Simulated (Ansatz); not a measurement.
`[OH][W](=[S])(=[S])[Cl]` and `[NH2][W](=[S])(=[S])[Cl]` differ in one atom or group.

Ansatz, PBE0-D4/def2-TZVP geometries, multiplicity 1. Each molecule was computed in one conformer, which needn't be the lowest.

Elements past krypton have def2 core potentials.

```json
{"property": "size of the dipole moment (PBE/def2-TZVPP) / D", "`[OH][W](=[S])(=[S])[Cl]`": "2.51"}
{"property": "HOMO energy (ωB97M-V/def2-TZVPP) / eV", "`[OH][W](=[S])(=[S])[Cl]`": "-9.42"}
{"property": "size of the dipole moment (B3LYP/def2-TZVPP) / D", "`[OH][W](=[S])(=[S])[Cl]`": "2.45"}
{"property": "ideal-gas entropy at 298 K and 1 bar (rigid rotor, harmonic PBE0-D4/def2-TZVP) / J/(mol·K)", "`[OH][W](=[S])(=[S])[Cl]`": "368"}
{"property": "size of the dipole moment (ωB97M-V/def2-TZVPP) / D", "`[OH][W](=[S])(=[S])[Cl]`": "2.46"}
{"property": "LUMO energy (B3LYP/def2-TZVPP) / eV", "`[OH][W](=[S])(=[S])[Cl]`": "-3.10"}
```

Problem. What does the change do to each property? (An estimate is asked.)

Solution. The calculation gave: 
```
                                                                                  property  `[NH2][W](=[S])(=[S])[Cl]`  shift
                                            size of the dipole moment (PBE/def2-TZVPP) / D                        3.54   1.03
                                                     HOMO energy (ωB97M-V/def2-TZVPP) / eV                       -9.32   0.10
                                          size of the dipole moment (B3LYP/def2-TZVPP) / D                        3.53   1.08
ideal-gas entropy at 298 K and 1 bar (rigid rotor, harmonic PBE0-D4/def2-TZVP) / J/(mol·K)                         370      2
                                        size of the dipole moment (ωB97M-V/def2-TZVPP) / D                        3.53   1.07
                                                       LUMO energy (B3LYP/def2-TZVPP) / eV                       -3.00   0.10
```

The zero-point energy changes by 32.8 kJ/mol with +3 modes. Dipoles are sizes alone; their direction can turn.

B3LYP here is the variant with VWN-RPA as its local correlation; programs differ in this.
